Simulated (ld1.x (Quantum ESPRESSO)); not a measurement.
# Mo (Z = 42): excitation energies, all-electron against ultrasoft

- Element: Mo
- Generator: ld1.x (Quantum ESPRESSO) 7.5
- Type: ultrasoft
- Functional: PBE
- Relativity: fully relativistic
- Frozen core: [Ar] 3d10 4s2
- Valence charge: 12
- Reference configuration: 4p6 4d5 5s0 5p1
- Partial waves: 5s (bound, empty): rcut 2.35, rcutus 2.75 bohr; 5s channel at -0.25 Ry: rcut 2.35, rcutus 2.75 bohr; 4p (bound): rcut 1.65, rcutus 2.15 bohr; 5p (bound): rcut 1.65, rcutus 2.15 bohr; 4d (bound): rcut 2.55, rcutus 2.85 bohr; 4d channel at 3.2 Ry: rcut 2.55, rcutus 2.85 bohr
- Local potential: all-electron potential smoothed inside 1.95 bohr (lloc = -2)
- Core correction: none
- Augmentation charge: built from norm-conserving waves at rcut, not smoothed further

Open shells are filled in proportion to 2j + 1 (rel_dist='average').

Energies are relative to the spin-unpolarised reference configuration 4p6 4d5 5s0 5p1; without spin polarisation the order of configurations can differ from experiment.

```json
{"valence configuration": "4p6 4d5 5s0 5p0", "charge": "+1", "ΔE all-electron (eV)": "3.753", "error AE − PS (meV)": "+461"}
{"valence configuration": "4p6 4d4 5s0 5p0", "charge": "+2", "ΔE all-electron (eV)": "19.213", "error AE − PS (meV)": "+201"}
{"valence configuration": "4p6 4d5.5 5s0.5 5p0", "charge": "0", "ΔE all-electron (eV)": "-2.858", "error AE − PS (meV)": "+425"}
{"valence configuration": "4p6 4d4 5s1 5p1", "charge": "0", "ΔE all-electron (eV)": "0.598", "error AE − PS (meV)": "-355"}
{"valence configuration": "4p6 4d2 5s0 5p0", "charge": "+4", "ΔE all-electron (eV)": "85.454", "error AE − PS (meV)": "-1324"}
{"valence configuration": "4p6 4d5 5s0.5 5p0", "charge": "+0.5", "ΔE all-electron (eV)": "-0.411", "error AE − PS (meV)": "+458"}
```

(1) What are ΔE and the potential's error for 4p6 4d5 5s1 5p0?

Levels in the configuration 4p6 4d4 5s0 5p0:

```
   level  all-electron (eV)  pseudo (eV)
4p j=1/2            -58.451      -59.482
4p j=3/2            -55.934      -56.931
4d j=3/2            -20.975      -21.497
4d j=5/2            -20.724      -21.237
```

A Bessel basis up to 400 Ry misses an occupied level by 0.43 Ry, so cutoffs and ghosts were not judged. The potential misses its own reference levels by up to 0.7 eV.

Answers

(1) ΔE = -3.138 eV all-electron; the error (AE − PS) is +452 meV.

ld1.x printed “convergence not achieved” for 2 of the counted tests; their residual had stalled under 1e-8, short of the target of 1e-14.
